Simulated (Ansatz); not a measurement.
`CCC(N)=O` + `B1CN[SiH2]1` → `CN1CB[SiH2]1` + `CC(N)=O`  (substitution at a C–C bond)

Gas-phase electronic energies from Ansatz, PBE0-D4/def2-TZVP geometries. CCSD(T)/CBS is the MP2 limit (def2-TZVPP, def2-QZVPP) plus CCSD(T) − MP2 in def2-TZVPP, frozen cores. DFT in def2-TZVPP. B3LYP here is the variant with VWN-RPA as its local correlation; programs differ in this. One conformer a species, not always the lowest.

Question: Is it downhill or uphill in electronic energy at CCSD(T)/CBS, and by how much? (Best estimate.)

Answer: The calculation gave: Uphill: ΔE = +5.6 kcal/mol.

Question: What do these levels give: r2SCAN-D4, B3LYP-D4, CCSD(T)/def2-TZVPP, MP2/def2-QZVPP, MP2/CBS(def2), CCSD/CBS(def2)? (An estimate is asked.)

Answer: Ansatz gave: r2SCAN-D4 4.5, B3LYP-D4 3.7, CCSD(T)/def2-TZVPP 5.3, MP2/def2-QZVPP 5.5, MP2/CBS(def2) 5.6, CCSD/CBS(def2) 5.8 kcal/mol.

Largest T1 diagnostic among the species: 0.014.

From PBE to PBE0 (25 % exact exchange), in def2-TZVPP and without D4, ΔE moves by +0.8 kcal/mol.
